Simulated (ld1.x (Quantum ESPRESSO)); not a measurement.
# F (Z = 9), RRKJ: configuration errors across variants

* Element: fluorine
* Generator: ld1.x (Quantum ESPRESSO) 7.5
* Type: norm-conserving RRKJ (Kleinman–Bylander form)
* Functional: PBEsol
* Relativity: non-relativistic
* Frozen core: [He]
* Valence charge: 7
* Reference configuration: 2s2 2p4.5 (charge +0.5)
* Partial waves: 2s (bound): rc 0.65 bohr; 2p (bound): rc 1.55 bohr; 3d channel at -0.1 Ry: rc 1.55 bohr
* Local potential: the d channel
* Core correction: a·sin(br)/r model core, default radius (core density twice the valence density)
* rho0: 0.01

All-electron excitation energies from the reference (eV): (1) 2s2 2p5 -7.516; (2) 2s2 2p4 11.812; (3) 2s2 2p3 50.101; (4) 2s2 2p2 110.594; (5) 2s2 2p5.3 -10.171; (6) 2s1 2p6 11.091; (7) 2s1 2p5 30.704.

Tests that are not counted but printed errors over 1 eV. “all radii but the core radius scaled by about 1.24 (s 0.80, p 1.92, d 1.92 bohr)”: 2s2 2p3 (solver errors, printed error -390 eV); 2s2 2p2 (solver errors, printed error -169 eV); 1 more.

1 further variants failed, have other tests or too few solved ones, and are left out.

A true bound ghost makes a file unfit for plane-wave use even where its test errors are small: the radial tests pick states by their node count and pass the ghost by. Where a test does run into it, the solver fails or the error is huge.

Errors AE − PS in meV (a dash: test not solved or not reliable):

| change | (1) | (2) | (3) | (4) | (5) | (6) | (7) | bound ghosts |
| --- | --- | --- | --- | --- | --- | --- | --- | --- |
| base | +6.4 | +16 | +288 | +1331 | +11 | +75 | -63 | none |
| all radii but the core radius scaled by about 0.84 (s 0.54, p 1.30, d 1.30 bohr) | +2.2 | +6.6 | +125 | +618 | +3.6 | +46 | -16 | none |
| all radii but the core radius scaled by about 0.93 (s 0.60, p 1.44, d 1.44 bohr) | +4.0 | +11 | +202 | +962 | +6.9 | +61 | -38 | none |
| all radii but the core radius scaled by about 1.06 (s 0.68, p 1.64, d 1.64 bohr) | +10 | +24 | +409 | +1829 | +18 | +91 | -99 | none |
| all radii but the core radius scaled by about 1.16 (s 0.76, p 1.80, d 1.80 bohr) | +16 | +36 | +572 | +2470 | +29 | +108 | -148 | s |
| all radii but the core radius scaled by about 1.24 (s 0.80, p 1.92, d 1.92 bohr) | +22 | +49 | – | – | +42 | +124 | – | s |
| all radii but the core radius scaled by about 1.37 (s 0.90, p 2.12, d 2.12 bohr) | +41 | +81 | +1178 | +4699 | +81 | +148 | -329 | none |

Q: Give the same row for: all radii but the core radius scaled by about 1.32 (s 0.86, p 2.04, d 2.04 bohr).

A: +32, +65, +970, +3960, +61, +138, -267; bound ghosts: none.
